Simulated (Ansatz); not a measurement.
Relaxation of a periodic cell of 17 atoms, Be$_{16}$B (host Be, host structure hcp, interstitial B), to a largest force component of 0.03 eV/Å in at most 60 steps.

Theory: Ansatz 0.2.0, DFT LDA, scalar-relativistic, plane waves, PAW. Settings: cutoff 420 eV, k mesh 5x6x4, fermi-dirac smearing 0.15 eV, no spin polarisation.

```xyz
17
Lattice="-2.2900 -3.9664 0.0000 3.4350 -1.9832 0.0000 0.0000 0.0000 7.1769" Properties=species:S:1:pos:R:3:forces:R:3
Be 0.000 -3.966 0.000 0.59 -0.35 0.11
Be 0.000 -2.644 1.794 -0.02 -0.20 0.27
Be 0.000 -3.966 3.588 -0.09 0.06 0.02
Be 0.000 -2.644 5.383 -0.11 -3.24 -2.11
Be -1.145 -1.983 0.000 -1.92 -1.30 1.67
Be 2.290 -2.644 1.794 -0.22 0.13 0.36
Be -1.145 -1.983 3.588 -0.20 -0.14 -0.33
Be 2.290 -2.644 5.383 -2.33 1.39 -2.54
Be 1.145 -1.983 0.000 0.91 -0.51 1.52
Be 1.145 -0.661 1.794 0.17 0.12 0.26
Be 1.145 -1.983 3.588 0.27 -0.16 -0.38
Be 1.145 -0.661 5.383 2.31 1.50 -1.78
Be 0.000 0.000 0.000 0.18 1.94 1.38
Be 1.145 -4.627 1.794 0.09 -0.05 0.01
Be 0.000 0.000 3.588 0.02 0.25 -0.31
Be 1.145 -4.627 5.383 -0.58 0.34 -0.10
B -0.024 -1.328 6.226 0.94 0.23 1.95
```

Q: Where does it end, and by what steps?

A: It converged. The force dipped under the threshold on the way, but the program's further checks kept it going. Limits of this set-up: coarse k mesh, odd electron count without spin. After 22 steps the energy has fallen by 2.333 eV; B17 moved furthest, 0.91 Å. Joined: Be7–B17, Be16–B17.

```tsv
step	energy less start (eV)	largest force component (eV/Å)	accepted
0	0.0000	3.237	yes
1	-0.9561	1.727	yes
2	-1.4543	0.223	yes
3	-1.4704	0.085	yes
4	-1.4777	0.030	yes
5	-1.4777	0.073	no
6	-1.4795	0.039	yes
7	-1.4890	0.145	yes
8	-1.5479	0.420	yes
9	-1.5452	0.428	no
10	-1.5825	0.416	yes
11	-1.6757	0.557	yes
12	-1.8111	0.558	yes
13	-1.9089	0.925	yes
14	-2.0981	0.408	yes
15	-2.1982	0.365	yes
16	-2.2746	0.327	yes
17	-2.2148	0.866	no
18	-2.3164	0.147	yes
19	-2.3299	0.116	yes
20	-2.3301	0.072	yes
21	-2.3329	0.015	yes
22	-2.3329	0.015	yes
```

```xyz
17
Lattice="-2.2900 -3.9664 0.0000 3.4350 -1.9832 0.0000 0.0000 0.0000 7.1769" Properties=species:S:1:pos:R:3
Be 0.023 -4.182 -0.060
Be 0.098 -2.761 1.845
Be 0.067 -4.009 3.653
Be 0.281 -2.761 5.370
Be -1.024 -2.326 0.237
Be 2.368 -2.748 1.886
Be -1.001 -1.715 3.980
Be 2.294 -1.787 5.179
Be 1.235 -2.229 -0.051
Be 1.172 -0.682 1.724
Be 1.128 -1.892 3.482
Be 0.707 -0.664 5.262
Be -0.036 -0.137 -0.023
Be 1.151 -4.673 1.813
Be 0.119 0.154 3.497
Be 1.446 -4.599 5.537
B -0.893 -1.338 5.956
```

Run time: 2.6 min on 2 threads of AMD EPYC 7B13 (Zen 3), on a shared host, peak memory 0.61 GiB.
